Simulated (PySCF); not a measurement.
A structure optimised at PBE-D3(BJ)/def2-SVP, used in a PySCF frequency run:

```
Si
N 1 1.7424
H 2 1.0226 1 118.17
H 2 1.0233 3 110.41 1 142.20
N 1 1.7483 2 114.60 3 90.70
H 5 1.0225 1 119.43 2 148.61
H 5 1.0230 6 110.86 1 -147.68
H 1 1.5058 2 109.75 3 -153.65
C 1 1.8845 8 111.58 5 121.66
C 9 1.3482 1 121.96 8 -107.41
H 10 1.1043 9 122.99 1 179.71
H 10 1.1055 11 116.44 9 179.85
H 9 1.1070 10 118.30 11 0.20
```

Problem. Write its SMILES and formula.

Solution. C=C[SiH](N)N, C2H8N2Si

Problem. What are its rotational constants (standard atomic weights)?

Solution. 5.3259, 2.9983, 2.1672 GHz
